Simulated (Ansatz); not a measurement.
An input meant for the cluster LiAl3⁺ (charge 1, doublet; with a point charge).

```yaml
crystal:
  periodic: [false, false, false]
  atoms:
    - {symbol: Li, position_ang: [-1.478509, -0.851099, -1.058305]}
    - {symbol: Al, position_ang: [0.806278, -1.008091, 0.958386]}
    - {symbol: Al, position_ang: [-0.476746, 1.173819, 0.988981]}
    - {symbol: Al, position_ang: [1.148986, 0.685370, -0.889062]}
basis:
  gaussian: {orbitals: cc-pVTZ, point_charges: [{charge: 2.00, position_ang: [5.108, 0.835, 0.146]}]}
total_charge: 1
magnetization: {spin_polarized: true, initial_magnetization: 1}
hamiltonian: {xc: {name: CCSD(T)}, dispersion: d4}
output: {forces: true}
```

```sh
$ ansatz run in.yaml --threads 4 --pin off --events-out ev --progress --plain --max-ram 3916MiB
```

**Question.** Predict how Ansatz answers.

**Answer.** The input was rejected before any iteration. The method's name isn't one that the program takes here.
```
Error: YAML parse error: error: line 12 column 19: hamiltonian.xc: no functional is named "CCSD(T)"; the names, which are not case-sensitive, are SVWN5, SPW92, PBE, PBE0, PBEsol, revPBE, revPBE0, RPBE, rPW86-PBE, HSE06, wPBEh, LC-wPBE, HISS, HF, BLYP, B3LYP, B3LYP5, BHLYP, CAM-B3LYP, r2SCAN, r2SCANh, r2SCAN0, r2SCAN50, m-r2SCAN, B97, wB97, wB97X, wB97X-V, B97M-V, wB97M-V, B2PLYP, B2GP-PLYP, PBE0-DH, PBE-QIDH
10 | total_charge: 1
11 | magnetization: {spin_polarized: true, initial_magnetization: 1}
12 | hamiltonian: {xc: {name: CCSD(T)}, dispersion: d4}
13 | output: {forces: true}
```
